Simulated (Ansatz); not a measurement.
Steps of a relaxation of CH6GeN2 with RKS PBE-D4/def2-SVP.

```sh
$ ansatz run in.yaml --threads 4 --pin off --events-out ev --progress --plain --max-ram 10444MiB
```

```yaml
crystal:
  periodic: [false, false, false]
  atoms:
    - {symbol: N, position_ang: [-1.242800, 0.852000, 0.177200]}
    - {symbol: C, position_ang: [0.045700, 0.481500, -0.217100]}
    - {symbol: N, position_ang: [-0.015300, -0.664300, -1.054600]}
    - {symbol: Ge, position_ang: [0.721800, -1.046400, 0.737400]}
    - {symbol: H, position_ang: [-1.669700, 1.470400, -0.633800]}
    - {symbol: H, position_ang: [-1.194800, 1.547300, 0.988800]}
    - {symbol: H, position_ang: [0.802500, 1.274000, -0.516200]}
    - {symbol: H, position_ang: [0.903300, -0.636400, -1.660000]}
    - {symbol: H, position_ang: [-0.419100, -1.898900, 1.503000]}
    - {symbol: H, position_ang: [2.151600, -1.430400, 0.678300]}
basis:
  gaussian: {orbitals: def2-SVP}
hamiltonian: {xc: pbe, dispersion: d4}
relax: {f_tol: 0.03, max_steps: 200}
```

Positions (Å) and forces (eV/Å) along the path, 13 of 25 steps:

```xyz
10
step=1 energy=-60607.2085 eV
N    -1.243    0.852    0.177   -2.000    3.262   -0.005
C     0.046    0.481   -0.217    1.229    1.211   -0.160
N    -0.015   -0.664   -1.055    2.443   -1.075   -1.846
Ge    0.722   -1.046    0.737   -2.055   -0.655    0.930
H    -1.670    1.470   -0.634    0.629   -1.420    1.533
H    -1.195    1.547    0.989   -0.017   -0.977   -0.975
H     0.802    1.274   -0.516   -0.356   -0.225    0.213
H     0.903   -0.636   -1.660   -1.855   -0.169    0.891
H    -0.419   -1.899    1.503    0.986    0.431   -0.491
H     2.152   -1.430    0.678    0.994   -0.383   -0.090
10
step=2 energy=-60607.5960 eV
N    -1.253    0.919    0.186   -0.869    1.383   -0.384
C     0.049    0.511   -0.214    0.458    0.407   -0.099
N     0.021   -0.664   -1.054    0.890   -0.244   -0.493
Ge    0.683   -1.050    0.765   -0.333   -0.144    0.120
H    -1.731    1.405   -0.633    0.436   -0.671    0.835
H    -1.195    1.647    0.933    0.031   -0.473   -0.381
H     0.812    1.295   -0.481   -0.164   -0.116    0.106
H     0.883   -0.638   -1.663   -0.765   -0.069    0.400
H    -0.325   -1.970    1.479    0.027   -0.020   -0.047
H     2.137   -1.506    0.686    0.288   -0.053   -0.058
10
step=4 energy=-60607.6748 eV
N    -1.239    0.995    0.190    0.171   -0.141    0.056
C     0.061    0.529   -0.183   -0.118    0.052   -0.006
N     0.028   -0.657   -1.014   -0.033    0.092   -0.017
Ge    0.670   -1.073    0.784    0.101   -0.062    0.045
H    -1.776    1.279   -0.636   -0.081    0.029   -0.154
H    -1.174    1.781    0.842   -0.036    0.110    0.049
H     0.852    1.287   -0.397    0.005   -0.001   -0.023
H     0.811   -0.641   -1.684   -0.015   -0.006    0.041
H    -0.307   -2.071    1.425   -0.023   -0.031    0.004
H     2.157   -1.479    0.676    0.030   -0.041    0.005
10
step=7 energy=-60607.6913 eV
N    -1.225    1.036    0.215    0.028    0.121   -0.078
C     0.066    0.555   -0.142   -0.014   -0.144    0.003
N     0.021   -0.621   -0.976    0.006    0.120   -0.091
Ge    0.697   -1.089    0.802    0.033    0.009    0.109
H    -1.813    1.114   -0.626   -0.019   -0.054    0.042
H    -1.194    1.936    0.706    0.023   -0.057   -0.004
H     0.873    1.301   -0.328   -0.011    0.044   -0.003
H     0.791   -0.599   -1.660   -0.037   -0.014    0.048
H    -0.293   -2.114    1.395   -0.012   -0.015   -0.013
H     2.160   -1.570    0.617    0.004   -0.008   -0.013
10
step=8 energy=-60607.6999 eV
N    -1.213    1.048    0.228    0.046    0.144   -0.132
C     0.073    0.565   -0.137   -0.105   -0.073   -0.140
N     0.025   -0.603   -0.973   -0.007    0.113    0.020
Ge    0.703   -1.075    0.824    0.061   -0.110    0.142
H    -1.847    1.031   -0.582    0.039   -0.068    0.061
H    -1.190    1.984    0.645    0.012   -0.059    0.026
H     0.880    1.313   -0.308   -0.021    0.046    0.011
H     0.816   -0.599   -1.633   -0.026    0.036    0.019
H    -0.307   -2.112    1.363   -0.007   -0.011    0.002
H     2.142   -1.603    0.577    0.010   -0.018   -0.008
10
step=10 energy=-60607.7193 eV
N    -1.192    1.078    0.236   -0.229    0.348   -0.442
C     0.077    0.596   -0.143   -0.140   -0.132   -0.144
N     0.039   -0.571   -0.947    0.027    0.172   -0.053
Ge    0.731   -1.056    0.881    0.152   -0.124    0.174
H    -1.895    0.886   -0.507    0.346    0.052    0.454
H    -1.201    2.064    0.535   -0.018   -0.344   -0.050
H     0.885    1.349   -0.282   -0.029    0.013    0.041
H     0.853   -0.580   -1.579   -0.034   -0.001    0.007
H    -0.318   -2.114    1.314   -0.033   -0.015    0.009
H     2.103   -1.703    0.496   -0.042    0.031    0.003
10
step=12 energy=-60607.7926 eV
N    -1.159    1.156    0.182   -0.820   -0.751   -0.949
C     0.061    0.655   -0.211    0.081    0.053   -0.325
N     0.081   -0.530   -0.906   -0.251    0.395   -0.087
Ge    0.799   -1.023    1.034    0.298   -0.578    0.181
H    -1.969    0.704   -0.326    0.890    0.575    0.773
H    -1.236    2.148    0.387   -0.026    0.084    0.130
H     0.897    1.393   -0.237   -0.145   -0.074    0.019
H     0.916   -0.573   -1.503    0.115   -0.042    0.108
H    -0.326   -2.135    1.210    0.104    0.136   -0.004
H     2.020   -1.846    0.373   -0.246    0.202    0.155
10
step=14 energy=-60607.9153 eV
N    -1.151    1.210    0.098   -2.111   -0.863   -0.733
C     0.024    0.779   -0.394    0.326   -0.276   -0.143
N     0.144   -0.448   -0.886    0.358    0.336   -0.192
Ge    0.897   -1.093    1.203    0.102   -0.795   -0.223
H    -2.029    0.609   -0.132    1.858    1.169    0.634
H    -1.305    2.183    0.372    0.147   -0.223    0.030
H     0.854    1.527   -0.361   -0.197   -0.024   -0.056
H     1.072   -0.575   -1.340   -0.434    0.170    0.245
H    -0.316   -2.179    1.146    0.179    0.205    0.117
H     1.892   -2.065    0.297   -0.228    0.302    0.321
10
step=15 energy=-60608.0252 eV
N    -1.156    1.220    0.074   -0.996   -0.628   -0.326
C     0.040    0.807   -0.409   -0.399    0.436   -0.278
N     0.188   -0.412   -0.880    0.598   -0.189   -0.151
Ge    0.871   -1.171    1.182    0.139   -0.261    0.148
H    -1.991    0.568   -0.018    1.285    0.858    0.214
H    -1.338    2.193    0.340    0.202   -0.296    0.042
H     0.828    1.603   -0.457   -0.239   -0.125    0.079
H     1.119   -0.520   -1.335   -0.457    0.132    0.240
H    -0.357   -2.214    1.176    0.050   -0.005   -0.050
H     1.881   -2.126    0.329   -0.183    0.078    0.082
10
step=21 energy=-60608.8682 eV
N    -1.119    1.210    0.113   -0.152   -0.184    0.270
C    -0.010    0.933   -0.599    0.157   -0.190   -0.154
N     0.636   -0.199   -0.459    0.083    0.562   -0.065
Ge    0.635   -1.415    1.248   -0.225   -0.264   -0.295
H    -1.426    0.518    0.822    0.158    0.402   -0.234
H    -1.500    2.158    0.136    0.020   -0.192    0.029
H     0.317    1.727   -1.320   -0.122   -0.352    0.231
H     1.442   -0.282   -1.085    0.010   -0.045    0.015
H    -0.583   -2.318    0.642    0.042    0.166    0.132
H     1.691   -2.382    0.504    0.030    0.099    0.069
10
step=22 energy=-60608.9114 eV
N    -1.095    1.165    0.149   -0.016   -0.038   -0.188
C    -0.016    0.908   -0.619    0.132    0.200    0.179
N     0.744   -0.132   -0.436   -0.211   -0.307    0.098
Ge    0.544   -1.423    1.216    0.146    0.029   -0.011
H    -1.280    0.554    0.955    0.077    0.004    0.035
H    -1.546    2.076    0.110   -0.025   -0.020   -0.011
H     0.223    1.656   -1.399   -0.098    0.043   -0.022
H     1.535   -0.205   -1.082   -0.024   -0.053    0.018
H    -0.666   -2.274    0.566   -0.021    0.135   -0.141
H     1.642   -2.376    0.543    0.041    0.007    0.044
10
step=24 energy=-60608.9348 eV
N    -1.105    1.121    0.143    0.016    0.016   -0.003
C    -0.008    0.902   -0.609    0.014   -0.025   -0.024
N     0.762   -0.133   -0.419   -0.028    0.008    0.013
Ge    0.574   -1.401    1.214   -0.028   -0.046    0.016
H    -1.228    0.539    0.984   -0.002    0.001    0.002
H    -1.579    2.021    0.101   -0.009   -0.007    0.011
H     0.192    1.642   -1.406    0.008   -0.009   -0.004
H     1.554   -0.211   -1.062    0.004    0.011   -0.004
H    -0.696   -2.117    0.514    0.011    0.026    0.008
H     1.618   -2.414    0.543    0.014    0.025   -0.015
10
step=25 energy=-60608.9353 eV
N    -1.104    1.124    0.146    0.007    0.008   -0.017
C    -0.009    0.898   -0.609    0.025   -0.002   -0.005
N     0.761   -0.135   -0.415   -0.027    0.012    0.010
Ge    0.569   -1.407    1.217    0.006   -0.014   -0.001
H    -1.228    0.543    0.987    0.007    0.006   -0.003
H    -1.577    2.024    0.100   -0.012   -0.007    0.005
H     0.191    1.634   -1.412   -0.004   -0.010    0.011
H     1.555   -0.213   -1.056   -0.009   -0.001    0.000
H    -0.697   -2.119    0.508   -0.001    0.007   -0.003
H     1.622   -2.402    0.536    0.006    0.001    0.002
```

Hardware: 4 threads of an Intel Xeon Platinum 8488C on a shared host. Wall time 21 s, peak host memory 0.16 GiB.
